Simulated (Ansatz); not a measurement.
`[BH2][GeH2][O][SiH2]F` and `BO[SiH2]F` differ in one atom or group.

Ansatz, PBE0-D4/def2-TZVP geometries, multiplicity 1. Each molecule was computed in one conformer, which needn't be the lowest.

Scalar relativity is left out up to krypton.

| property | `[BH2][GeH2][O][SiH2]F` |
| --- | --- |
| size of the dipole moment (B3LYP/def2-TZVPP) / D | 2.90 |
| LUMO energy (ωB97M-V/def2-TZVPP) / eV | -0.83 |
| LUMO energy (PBE0/def2-TZVPP) / eV | -2.79 |
| HOMO energy (B3LYP/def2-TZVPP) / eV | -8.29 |
| LUMO energy (PBE/def2-TZVPP) / eV | -3.81 |
| HOMO–LUMO gap (ωB97M-V/def2-TZVPP) / eV | 9.87 |

(1) What does the change do to each property? (An estimate is asked.)

## Answers

(1) The calculation gave: 
```json
{"property": "size of the dipole moment (B3LYP/def2-TZVPP) / D", "`BO[SiH2]F`": "1.29", "shift": "-1.61"}
{"property": "LUMO energy (ωB97M-V/def2-TZVPP) / eV", "`BO[SiH2]F`": "1.01", "shift": "1.84"}
{"property": "LUMO energy (PBE0/def2-TZVPP) / eV", "`BO[SiH2]F`": "-0.90", "shift": "1.89"}
{"property": "HOMO energy (B3LYP/def2-TZVPP) / eV", "`BO[SiH2]F`": "-8.56", "shift": "-0.27"}
{"property": "LUMO energy (PBE/def2-TZVPP) / eV", "`BO[SiH2]F`": "-1.94", "shift": "1.87"}
{"property": "HOMO–LUMO gap (ωB97M-V/def2-TZVPP) / eV", "`BO[SiH2]F`": "12.13", "shift": "2.26"}
```

With PBE0 the HOMO falls by 0.25 eV and the LUMO rises by 1.89 eV, so the gap widens by about 2.14 eV. PBE moves the HOMO by -0.21 eV and ωB97M-V by -0.42 eV. Dipoles are sizes alone; their direction can turn.

B3LYP here is the variant with VWN-RPA as its local correlation; programs differ in this.
